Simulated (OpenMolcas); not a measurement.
# Computed transition rates of Se III

| Quantity | Value |
| --- | --- |
| Program | OpenMolcas |
| Method | MS-RASPT2, IPEA 0.25 Eh, imaginary shift 0.1 Eh (closed shells correlated: 3d 4s) |
| Basis | ANO-R3 [7s6p5d4f2g] |
| Scalar Hamiltonian | X2C, finite nucleus |
| Active space | 2 electrons in 9 orbitals (RAS2 4p; RAS3 4d 5s, at most 1 electron) |
| State averaging | 2S+1 = 3 even, 3 roots; 2S+1 = 1 even, 6 roots; 2S+1 = 3 odd, 18 roots; 2S+1 = 1 odd, 18 roots |
| Spin-orbit coupling | state interaction with AMFI integrals over the reference wave functions, term energies averaged over their components |

Rates come from the transition moments of the reference wave functions (E1 and E2 in the length form). At fixed line strength A goes as λ^-3 for E1 and M1 and as λ^-5 for E2, so a rate at the computed wavelength can be rescaled to the measured one. Measured vacuum wavelengths follow from level energies in Moore, Atomic Energy Levels, vol. II, NSRDS-NBS 35 (1971 reprint of NBS Circular 467, 1952). Branching counts decays inside the model space alone, at computed energies, and the table is only a selection of the E1 lines, drawn from those between levels with measured partners whose computed energy lies within a factor of 1.5 of the measured one.

```
         Upper        Lower  Type  λ computed (nm)  λ measured (nm)  A computed (s-1)  A rescaled (s-1)  Branching %
4s² 4p 5s ³P°₁  4s² 4p² ¹D₂    E1             86.7            87.91          2.77e+08                           10.0
4s² 4p 5s ³P°₂  4s² 4p² ¹D₂    E1             84.4            85.21          4.56e+07                            1.6
4s² 4p 5s ¹P°₁  4s² 4p² ¹D₂    E1            83.22             84.3          3.06e+09          2.94e+09         86.1
4s² 4p 5s ³P°₁  4s² 4p² ³P₂    E1            80.27             81.4          1.13e+09          1.08e+09         40.8
4s² 4p 5s ³P°₀  4s² 4p² ³P₁    E1            79.28             80.3          2.59e+09          2.49e+09        100.0
4s² 4p 5s ³P°₁  4s² 4p² ³P₁    E1            78.99            79.97          5.64e+08          5.44e+08         20.4
4s² 4p 5s ³P°₂  4s² 4p² ³P₂    E1             78.3            79.08          1.98e+09          1.92e+09         68.3
4s² 4p 5s ³P°₁  4s² 4p² ³P₀    E1            78.07            78.88          7.85e+08          7.61e+08         28.4
4s² 4p 5s ³P°₂  4s² 4p² ³P₁    E1            77.08            77.73          8.73e+08          8.51e+08         30.1
4s² 4p 5s ¹P°₁  4s² 4p² ³P₁    E1             76.1            76.97          8.23e+07                            2.3
4s² 4p 5s ¹P°₁  4s² 4p² ³P₀    E1            75.25            75.96          2.40e+08                            6.8
```

Spin-changing lines and M1 lines between different terms are not rescaled, since their strength hangs on the term gaps too.

The largest correction is for 4s² 4p 5s ³P°₁ → 4s² 4p² ³P₂ (E1): 1.13e+09 × (80.27 / 81.4)^3 = 1.08e+09 s-1, a factor of 0.96.

The computed rate and branching of 4s² 4p 5s ³P°₀ → 4s² 4p² ³P₁ give the upper level a radiative lifetime of 1.000 / 2.59e+09 s-1 = 3.86e-10 s, counting decays inside the model space alone. The rescaled rate gives about 4.0e-10 s.

No measured rate stands beside these. Rescaling mends the energy factor alone: line strengths can still be far off where a level mixes with configurations outside the active space, and weak or spin-changing lines hang on small mixing coefficients that depend on the term gaps too, so rescaling need not improve them.

CASPT2 does not keep the components of a term degenerate, so their means are used; among the terms shown or strongly mixed into the levels shown the widest spread is 140 cm-1 (4s² 4p² ¹D). Over all roots computed the reference weight is 0.84 to 0.95; the roots of lowest weight are the least certain, and an intruder state may touch them. ANO sets are built for valence states and can reach diffuse excited orbitals poorly, and with the s shell closed the s pⁿ⁺¹ terms that mix with these levels are absent. With the s shell closed, the reference lacks s² → p² mixing. Measured partners are found by configuration, term and J. A level has none where our copy of the source lacks it or the pairing is in doubt (some pairs that miss far off the trend of their configuration count as doubtful). Only configurations of the active space appear.

° marks odd parity.
